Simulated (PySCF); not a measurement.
Isomers C₆H₇BN₂:

A. `C#CC#C[C@H]1CNBN1`
B. `[N+]1([BH2-]C#N)=CC=CC=C1`
C. SMILES CC#C[BH2-][N+]#CCC#N

Spectrum 1. ¹³C{¹H} NMR (computed): δ 82.2 (C), 74.1 (C), 73.3 (CH), 72.2 (C), 54.8 (CH2), 48.6 (CH).

Spectrum 2. ¹³C{¹H} NMR (computed): δ 111.0 (C), 109.1 (C), 99.5 (C), 90.5 (C), 8.4 (CH2), 5.9 (CH3).

Spectrum 3. ¹³C{¹H} NMR (computed): δ 153.4 (CH), 145.0 (CH), 136.5 (C), 130.4 (CH).

[PySCF: B3LYP/pcJ-1 coupling constants (spin–dipole term left out of most H,H and C,H couplings); structure optimised with PBE0-D3(BJ)/def2-SVP; σ from GIAO-PBE0/pcSseg-1; one conformer; in vacuum; relativity neglected; rapidly exchanging positions averaged]

References, each an isolated molecule treated in the same way: TMS for ¹³C (σref 184.41). Carbons bonded to boron are broad in practice. Shifts are as computed. Against solution values, carbons near 30 ppm lie about +2 ppm off and those near 130 ppm about +5 ppm. Of 1313 compounds with measured shifts, 239 miss one by over three times the rms of a fit or turn the order of signals round; such compounds aren't used in these exercises.

Which spectrum belongs to which compound?

Answers

1–A, 2–C, 3–B.

- Spectrum 1 (A): 6 ¹³C signals; δC 82.2 is an alkyne carbon; δC 74.1 is an alkyne carbon.
- Spectrum 2 (C): 6 ¹³C signals; δC 111.0 is a nitrile carbon; δC 99.5 is an alkyne carbon.
- Spectrum 3 (B): 4 ¹³C signals; δC 153.4 is an aromatic CH next to a ring nitrogen; δC 130.4 is an aromatic CH.
